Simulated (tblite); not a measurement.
Compound: C4H9OSi (doublet state).
Numbering: `[CH2:1][CH2:2][C:3](=[CH2:4])[O:5][SiH3:6]` (hydrogens: H7, H8 on C1; H9, H10 on C2; H11, H12 on C4; H13, H14, H15 on Si6)

The geometry is computed with GFN2-xTB (gas phase). This method treats the open shell by occupation alone, without spin polarisation.

Give the optimised bond lengths and angles.

| bond | length (Å) | order |
| --- | --- | --- |
| C1–C2 | 1.471 | single |
| C2–C3 | 1.517 | single |
| C3=C4 | 1.326 | double |
| C3–O5 | 1.345 | single |
| O5–Si6 | 1.627 | single |
| C1–H7, C1–H8 | 1.073 | single |
| C2–H9, C2–H10 | 1.095 | single |
| C4–H11 | 1.074 | single |
| C4–H12 | 1.075 | single |
| Si6–H13, Si6–H14, Si6–H15 | 1.462 | single |

Bonds in one row agree within 0.01 Å and their mean is given. Orders are formal, as drawn. A selection of angles:
| angle | degrees |
| --- | --- |
| C2–C1–H7 | 121.3 |
| C2–C1–H8 | 118.9 |
| H7–C1–H8 | 118.2 |
| C1–C2–C3 | 110.9 |
| C1–C2–H9 | 111.4 |
| C1–C2–H10 | 110.5 |
| C3–C2–H9 | 107.2 |
| C3–C2–H10 | 108.5 |
| H9–C2–H10 | 108.2 |
| C2–C3–C4 | 123.6 |
| C2–C3–O5 | 115.9 |
| C4–C3–O5 | 120.5 |
| C3–C4–H11 | 121.6 |
| C3–C4–H12 | 120.9 |
| H11–C4–H12 | 117.5 |
| C3–O5–Si6 | 131.8 |
| O5–Si6–H13 | 97.5 |
| O5–Si6–H14 | 111.9 |
| O5–Si6–H15 | 112.9 |
| H13–Si6–H14 | 112.0 |

Dihedral angles: C1–C2–C3–C4 -125° (anticlinal); C2–C3–O5–Si6 -21° (synperiplanar). The mirror-image conformer, all signs reversed, is as good.

C1 (carbon bonded to C and 2 H) is almost planar (angles 121.3°, 118.9° and 118.2°, sum 358.4°, 0.09 Å off the plane of its three neighbours). The C–C distances run from 1.326 Å (C3=C4, drawn double) to 1.517 Å (C2–C3, drawn single), a spread of 0.191 Å. C3 (carbon bonded to 2 C and O) is planar (angles 123.6°, 120.5° and 115.9°, sum 360.0°, 0.01 Å off the plane of its three neighbours). O5 (oxygen bonded to C and Si) is bent (angle 131.8°). Si6 (silicon bonded to O and 3 H) is distorted tetrahedral (angles from 97.5° to 112.9°). Of the pairs four or more bonds apart, C1···Si6 is among the closest relative to their van der Waals radii: 2.91 Å, 77 % of the sum of Bondi's values. C4 (carbon bonded to C and 2 H) is planar (angles 121.6°, 120.9° and 117.5°, sum 360.0°, 0.00 Å off the plane of its three neighbours).

Point group: C1 (no symmetry element, even within 0.4 Å). Its GFN2-xTB frequencies are all real (lowest 75 cm⁻¹). Torsions: H–C1–C2–C3 -138° and 57°, C1–C2–C3–C4 -125°, C2–C3–O5–Si6 -21°.

Time: 0.83 s of wall time. Hardware: an Arm Neoverse V1 with one thread, on a shared host. These figures are those of the optimisation.
